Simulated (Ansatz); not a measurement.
Geometry optimisation of C₃H₇NOSi, SMILES `C#COC(N)[SiH3]`.

```yaml
crystal:
  periodic: [false, false, false]
  atoms:
    - {symbol: C, position_ang: [-1.428051, -2.585497, -0.509005]}
    - {symbol: C, position_ang: [-0.874555, -1.735778, 0.180701]}
    - {symbol: O, position_ang: [-0.278311, -0.839308, 0.903531]}
    - {symbol: C, position_ang: [0.672581, 0.113341, 0.142300]}
    - {symbol: N, position_ang: [1.643035, 0.638153, 1.000006]}
    - {symbol: Si, position_ang: [-0.413768, 1.493687, -0.644081]}
    - {symbol: H, position_ang: [-1.933625, -3.342269, -1.087463]}
    - {symbol: H, position_ang: [1.136452, -0.531139, -0.635166]}
    - {symbol: H, position_ang: [2.275480, -0.059525, 1.407096]}
    - {symbol: H, position_ang: [1.270274, 1.249314, 1.733607]}
    - {symbol: H, position_ang: [-0.782389, 2.442768, 0.464084]}
    - {symbol: H, position_ang: [0.380384, 2.224108, -1.689176]}
    - {symbol: H, position_ang: [-1.647309, 0.897445, -1.251834]}
basis:
  gaussian: {orbitals: def2-TZVP}
hamiltonian: {xc: pbe0, dispersion: d4}
relax: {f_tol: 0.005, max_steps: 150}
```

```sh
$ ansatz run in.yaml --threads 4 --pin off --events-out ev --progress --plain --max-ram 10444MiB
```

Shortened log:

```
Functional definition: PBE0
mean field -14628.33222293 eV, -537.5812937531 hartree, gradient 2.9e-5 eV, S^2 0.000000; 0 other end points of the search recorded, 0 dependent functions left out
relax step   1: F+E_penalty+E_count = -14628.57274095 eV  Δ(F+E_penalty+E_count) = +0.000e0 eV  max|allowed force component| = 1.238e0 eV/Å  Δτ_max = 0.0000 Å  (31 SCF iters, accepted)
mean field -14628.40436881 eV, -537.5839450652 hartree, gradient 1.7e-5 eV, S^2 0.000000; 0 other end points of the search recorded, 0 dependent functions left out
relax step   2: F+E_penalty+E_count = -14628.64717891 eV  Δ(F+E_penalty+E_count) = -7.444e-2 eV  max|allowed force component| = 2.532e-1 eV/Å  Δτ_max = 0.0590 Å  (34 SCF iters, accepted)
mean field -14628.40953735 eV, -537.5841350053 hartree, gradient 1.6e-5 eV, S^2 0.000000; 0 other end points of the search recorded, 0 dependent functions left out
relax step   3: F+E_penalty+E_count = -14628.65295297 eV  Δ(F+E_penalty+E_count) = -5.774e-3 eV  max|allowed force component| = 1.778e-1 eV/Å  Δτ_max = 0.0138 Å  (34 SCF iters, accepted)
mean field -14628.41071361 eV, -537.5841782321 hartree, gradient 1.6e-5 eV, S^2 0.000000; 0 other end points of the search recorded, 0 dependent functions left out
relax step   4: F+E_penalty+E_count = -14628.65425851 eV  Δ(F+E_penalty+E_count) = -1.306e-3 eV  max|allowed force component| = 9.483e-2 eV/Å  Δτ_max = 0.0067 Å  (34 SCF iters, accepted)
mean field -14628.41136665 eV, -537.5842022312 hartree, gradient 1.7e-5 eV, S^2 0.000000; 0 other end points of the search recorded, 0 dependent functions left out
relax step   5: F+E_penalty+E_count = -14628.65476526 eV  Δ(F+E_penalty+E_count) = -5.068e-4 eV  max|allowed force component| = 1.625e-2 eV/Å  Δτ_max = 0.0083 Å  (34 SCF iters, accepted)
mean field -14628.41167259 eV, -537.5842134741 hartree, gradient 1.7e-5 eV, S^2 0.000000; 0 other end points of the search recorded, 0 dependent functions left out
relax step   6: F+E_penalty+E_count = -14628.65492560 eV  Δ(F+E_penalty+E_count) = -1.603e-4 eV  max|allowed force component| = 2.087e-2 eV/Å  Δτ_max = 0.0098 Å  (34 SCF iters, accepted)
mean field -14628.41182992 eV, -537.5842192560 hartree, gradient 1.6e-5 eV, S^2 0.000000; 0 other end points of the search recorded, 0 dependent functions left out
relax step   7: F+E_penalty+E_count = -14628.65500559 eV  Δ(F+E_penalty+E_count) = -7.998e-5 eV  max|allowed force component| = 1.455e-2 eV/Å  Δτ_max = 0.0112 Å  (34 SCF iters, accepted)
mean field -14628.41185107 eV, -537.5842200330 hartree, gradient 1.6e-5 eV, S^2 0.000000; 0 other end points of the search recorded, 0 dependent functions left out
relax step   8: F+E_penalty+E_count = -14628.65503896 eV  Δ(F+E_penalty+E_count) = -3.338e-5 eV  max|allowed force component| = 1.191e-2 eV/Å  Δτ_max = 0.0093 Å  (34 SCF iters, accepted)
mean field -14628.41180367 eV, -537.5842182911 hartree, gradient 1.6e-5 eV, S^2 0.000000; 0 other end points of the search recorded, 0 dependent functions left out
relax step   9: F+E_penalty+E_count = -14628.65504299 eV  Δ(F+E_penalty+E_count) = -4.023e-6 eV  max|allowed force component| = 7.669e-3 eV/Å  Δτ_max = 0.0072 Å  (35 SCF iters, accepted)
mean field -14628.41179317 eV, -537.5842179054 hartree, gradient 1.6e-5 eV, S^2 0.000000; 0 other end points of the search recorded, 0 dependent functions left out
relax step  10: F+E_penalty+E_count = -14628.65505433 eV  Δ(F+E_penalty+E_count) = -1.134e-5 eV  max|allowed force component| = 5.296e-3 eV/Å  Δτ_max = 0.0020 Å  (35 SCF iters, accepted)
mean field -14628.41173807 eV, -537.5842158803 hartree, gradient 1.6e-5 eV, S^2 0.000000; 0 other end points of the search recorded, 0 dependent functions left out
relax step  11: F+E_penalty+E_count = -14628.65505548 eV  Δ(F+E_penalty+E_count) = -1.151e-6 eV  max|allowed force component| = 5.072e-3 eV/Å  Δτ_max = 0.0050 Å  (34 SCF iters, accepted)
mean field -14628.41176355 eV, -537.5842168170 hartree, gradient 1.7e-5 eV, S^2 0.000000; 0 other end points of the search recorded, 0 dependent functions left out
relax step  12: F+E_penalty+E_count = -14628.65505947 eV  Δ(F+E_penalty+E_count) = -3.992e-6 eV  max|allowed force component| = 2.041e-3 eV/Å  Δτ_max = 0.0015 Å  (35 SCF iters, accepted)
mean field -14628.41176355 eV, -537.5842168170 hartree, gradient 1.7e-5 eV, S^2 0.000000; 1 other end points of the search recorded, 0 dependent functions left out
Total energy: -14628.65509519 eV, -537.5931590896 hartree
Atom 0 at    -1.397543    -2.544233    -0.512400 Å, force     0.000140     0.000075     0.001399 eV/Å
Atom 1 at    -0.851958    -1.720714     0.171786 Å, force     0.000461     0.000329     0.000785 eV/Å
Atom 2 at    -0.257611    -0.841824     0.900794 Å, force    -0.000456    -0.000862    -0.001479 eV/Å
Atom 3 at     0.646292     0.095452     0.144621 Å, force     0.002041     0.000669     0.000338 eV/Å
Atom 4 at     1.617422     0.632366     0.994279 Å, force    -0.001346    -0.000963     0.000432 eV/Å
Atom 5 at    -0.417152     1.472638    -0.635514 Å, force    -0.000740    -0.000868     0.000739 eV/Å
Atom 6 at    -1.896718    -3.279912    -1.093578 Å, force    -0.000263     0.000110    -0.000800 eV/Å
Atom 7 at     1.119236    -0.528187    -0.619425 Å, force     0.000531    -0.000561    -0.000353 eV/Å
Atom 8 at     2.238864    -0.053695     1.400412 Å, force    -0.000155    -0.000096    -0.000489 eV/Å
Atom 9 at     1.248033     1.243140     1.708455 Å, force     0.000117     0.000464    -0.000183 eV/Å
Atom 10 at    -0.739656     2.434471     0.451936 Å, force    -0.000140     0.001332    -0.000390 eV/Å
Atom 11 at     0.371490     2.153052    -1.692570 Å, force     0.000008     0.000356     0.000330 eV/Å
Atom 12 at    -1.660500     0.902745    -1.204196 Å, force    -0.000197     0.000014    -0.000330 eV/Å
Dipole moment:     0.285611     0.206592     0.050285 e Å
```

It took 58 s on 4 threads of an Arm Neoverse V1 on a shared host, with 0.65 GiB of host memory at the peak.
